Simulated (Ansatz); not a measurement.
CH3ClOSi, SMILES `Cl[SiH]1CO1` at its PBE0-D4/def2-TZVP geometry, where that method's forces vanish. Total charge 0; spin multiplicity 1.

```xyz
7

Cl   -1.4865   -0.4440   -1.9726
Si   -0.3247   -0.6678   -0.3237
C     0.3181    0.7393    0.5855
O     1.1886   -0.0287   -0.3539
H    -0.4927   -2.0307    0.2037
H     0.1390    1.7565    0.2445
H     0.6582    0.6754    1.6165
```

What forces (eV/Å) does r2SCAN-D4/def2-TZVPP give on these atoms in Ansatz? (Estimate.)

Computed: 
```
Cl1 -0.029  0.008 -0.059
Si2 -0.122 -0.105  0.037
C3  -0.212  0.201  0.261
O4   0.325 -0.132 -0.224
H5   0.016  0.024 -0.003
H6   0.008 -0.002 -0.002
H7   0.014  0.007 -0.010
```
